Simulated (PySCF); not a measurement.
B(H)(OMe)2, C2H7BO2, SMILES COBOC (B3LYP/def2-SVP optimised geometry):

```
12

B     -0.212    -0.496     0.000
H     -0.773    -1.568     0.003
O     -0.906     0.673     0.000
C     -2.315     0.731     0.018
H     -2.769    -0.274     0.023
H     -2.653     1.275     0.916
H     -2.675     1.277    -0.869
O      1.140    -0.496     0.000
C      1.923     0.685    -0.004
H      1.341     1.568     0.302
H      2.769     0.548     0.687
H      2.329     0.862    -1.015
```

Level of theory: B3LYP/def2-TZVP run with PySCF 2.14.0.

### Question
What are the frontier orbital energies and the dipole moment?

### Answer
HOMO-2 -9.12 eV, HOMO-1 -8.52 eV, HOMO -7.98 eV, LUMO 0.64 eV, LUMO+1 0.96 eV; dipole moment 1.52 D.

On the same geometry PBE/def2-TZVP in PySCF 2.14.0 gives HOMO-2 -7.73 eV, HOMO-1 -7.18 eV, HOMO -6.70 eV, LUMO -0.04 eV, LUMO+1 0.52 eV; dipole moment 1.49 D.

Meta-Löwdin charges at B3LYP/def2-TZVP: B1 0.34, H2 -0.03, O3 -0.39, C4 -0.10, H5 0.10, H6 0.11, H7 0.11, O8 -0.38, C9 -0.11, H10 0.11, H11 0.12, H12 0.11.
